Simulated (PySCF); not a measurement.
Basis-set dependence of TeS at CCSD(T)

PySCF, UHF reference; triplet, unpaired electrons π ↑↑; De to Te + S without counterpoise correction. Frozen cores follow the default of each basis and core potential.

```json
{"basis": "cc-pVDZ-PP/cc-pV(D+d)Z", "relativity": "scalar-relativistic core potentials", "functions": "46", "Re (Å)": "2.270", "ωe (cm⁻¹)": "454", "De (eV)": "2.81", "frozen orbitals": "9"}
{"basis": "x2c-SVPall", "relativity": "spin-free X2C", "functions": "54", "Re (Å)": "2.275", "ωe (cm⁻¹)": "450", "De (eV)": "2.80", "frozen orbitals": "23"}
{"basis": "def2-SVPD", "relativity": "scalar-relativistic core potentials", "functions": "62", "Re (Å)": "2.288", "ωe (cm⁻¹)": "446", "De (eV)": "2.91", "frozen orbitals": "9"}
```

**Question.** How does each smaller set differ from the one with most functions, def2-SVPD?

**Answer.** cc-pVDZ-PP/cc-pV(D+d)Z: -1.8 pm, +1.8 % in ωe, -0.10 eV in De; x2c-SVPall: -1.3 pm, +0.9 % in ωe, -0.11 eV in De. All at CCSD(T); the set with most functions is neither the basis-set limit nor always the best. The rows treat relativity differently, so the differences are not basis effects alone.

Correlated steps freeze the inner cores (9 to 23 orbitals); shallow outer-core shells are correlated. Correlated levels converge slowly with the basis: in double zeta they bind strong bonds too weakly, by up to about 1 eV, and carry superposition errors of some tenths. These are scalar-relativistic numbers at best; spin–orbit coupling would shift them, the dissociation energy most. The state was picked by a PBE0 search and need not be the measured ground state.
